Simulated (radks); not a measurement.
Charge is removed step by step from the 5s down level of Zr, starting from [Kr] 4d2 5s(up 1, down 1). Method: scalar-relativistic Kohn-Sham, r2SCAN, spin-polarised, spherical densities, finite nucleus; open shells are filled with parallel spins first (spin-orbit coupling, left out, can overturn this in heavy ions); meta-GGA in the generalised Kohn-Sham scheme; Fermi nuclear charge, rms radius 4.2694 fm; computed with a radial shooting solver on a logarithmic mesh with Libxc functionals.

removed (e)  E - E(0) (eV)  eigenvalue (eV)
0                    0.000           -4.111
0.25                 1.165           -5.209
0.5                  2.600           -6.256
0.75                 4.281           -7.153

The mean slope of the eigenvalue, de/dn, is 4.06 eV per electron.
